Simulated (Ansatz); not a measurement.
Calculated with Ansatz (gas phase, PBE0-D4/def2-TZVP geometries, no zero-point term in ΔE). CBS: MP2 limit from def2 TZ/QZ plus the TZ coupled-cluster correction, frozen cores. This one scheme is used for every species. Functionals use def2-TZVPP. One conformer a species, not always the lowest.

`CN[SiH2]OC` + `CO[SiH2]S` → `CO[SiH2]S[SiH2]OC` + CH₃NH₂  (ligand exchange at the Si–N bond)

`CN[SiH2]OC`:

Cartesian coordinates in Å:
```
C 0.898 -1.705 -0.440
N 0.629 -0.992 0.789
Si 0.523 0.701 0.958
O -0.936 1.402 0.655
C -1.533 1.381 -0.617
H 1.615 -2.517 -0.285
H 1.341 -1.019 -1.167
H -0.003 -2.131 -0.898
H 0.284 -1.578 1.532
H 1.508 1.256 -0.012
H 0.790 1.053 2.370
H -2.381 2.069 -0.615
H -0.834 1.702 -1.400
H -1.900 0.380 -0.870
```

`CO[SiH2]S`:

Cartesian coordinates in Å:
```
C 0.795 1.411 -0.438
O -0.321 0.550 -0.379
Si -0.201 -1.019 0.079
S -2.138 -1.848 0.316
H 0.431 2.427 -0.597
H 1.372 1.390 0.495
H 1.460 1.146 -1.266
H 0.577 -1.086 1.345
H 0.451 -1.853 -0.962
H -2.427 -1.118 1.407
```

`CO[SiH2]S[SiH2]OC`:

Z-matrix (Å, degrees):
```
C
O 1 1.410
H 1 1.091 2 108.2
H 1 1.095 2 111.2 3 119.0
H 1 1.096 2 111.7 3 -119.5
Si 2 1.641 1 123.0 3 167.6
S 6 2.118 2 108.4 1 -167.2
H 6 1.486 2 112.2 1 74.5
H 6 1.489 2 108.3 1 -45.6
Si 7 2.146 6 101.2 2 33.3
O 10 1.633 7 115.0 6 62.5
H 10 1.482 7 109.9 6 -62.0
H 10 1.478 7 103.1 6 178.1
C 11 1.408 10 125.9 7 -82.5
H 14 1.091 11 108.2 10 -155.8
H 14 1.095 11 110.8 10 85.3
H 14 1.095 11 111.7 10 -36.0
```

CH₃NH₂:

Z-matrix (Å, degrees):
```
C
N 1 1.453
H 1 1.092 2 109.4
H 1 1.100 2 115.4 3 -121.6
H 1 1.092 2 109.4 3 116.8
H 2 1.012 1 110.6 3 62.6
H 2 1.012 1 110.6 3 -179.3
```

| level | ΔE (kJ/mol) |
| --- | --- |
| B2PLYP | 1.2 |
| PBE | -4.7 |
| MP2/def2-TZVPP | -6.7 |
| MP2/def2-QZVPP | -7.9 |

(1) What does CCSD(T)/CBS give? (Best estimate.)

Largest T1 diagnostic among the species: 0.012.

Answers

(1) Computed: -6.3 kJ/mol. The listed levels differ from it by 7.5, 1.6, -0.4, -1.6 kJ/mol.

The D4 term adds −12.3 kJ/mol with B3LYP and −7.3 kJ/mol with PBE0; it sums over pairs of atoms, weighted by their polarisabilities, and B3LYP, whose exchange is more repulsive, gets the larger term. In def2-TZVPP, CCSD(T) changes the Hartree–Fock value by −11.6 kJ/mol (the triples alone add −3.1 kJ/mol) and MP2 by −14.7 kJ/mol.

B3LYP here is the variant with VWN-RPA as its local correlation; programs differ in this.
